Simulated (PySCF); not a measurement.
These compounds are isomers of formula C6H9ClSi.

A. `C=C1[SiH2][C@@H](Cl)/C1=C/C`
B. `ClC1([C@@H]2C(=C)[SiH2]2)CC1`
C. `InChI=1S/C6H9ClSi/c1-2-5-8(7)6-3-4-6/h6,8H,3-4H2,1H3/t8-/m1/s1`

Spectrum 1. ¹³C{¹H} NMR (computed): δ 150.8 (C), 133.5 (CH2), 49.1 (C), 27.3 (CH), 18.5 (CH2), 14.1 (CH2).

Spectrum 2. ¹³C{¹H} NMR (computed): δ 151.9 (C), 151.4 (C), 135.8 (CH), 135.1 (CH2), 49.3 (CH), 18.5 (CH3).

Spectrum 3. ¹³C{¹H} NMR (computed): δ 115.0 (C), 83.4 (C), 6.6 (CH2), 5.7 (CH3), 2.9 (CH2), 1.2 (CH).

Theory: geometry: GFN2-xTB, PBE0/pcSseg-1 with gauge-including orbitals, in PySCF 2.14.0 with density-fitted response routines (non-relativistic, gas phase, fast rotation and ring inversion assumed for equivalent nuclei, one computed conformer).

Shifts are taken against calculated references (same method and geometry level): ¹³C (σref 186.93) against TMS. Shifts are as computed. Against solution values, carbons near 30 ppm lie about +3 ppm off and those near 130 ppm about +5 ppm; carbons on Cl a further +6 ppm. Of 1309 compounds with measured shifts, 239 miss one by over three times the rms of a fit or turn the order of signals round; such compounds aren't used in these exercises. Carbons bonded to Cl come out too deshielded.

Match each spectrum to its structure.

## Answers

1–B, 2–A, 3–C.

- Spectrum 1 (B): 6 ¹³C signals; δC 150.8 is a fully substituted alkene carbon; δC 133.5 is a terminal =CH2 carbon.
- Spectrum 2 (A): 6 ¹³C signals; δC 151.9 is a fully substituted alkene carbon; δC 151.4 is a fully substituted alkene carbon.
- Spectrum 3 (C): 6 ¹³C signals; δC 83.4 is an alkyne carbon; δC 6.6 is a three-membered-ring carbon.
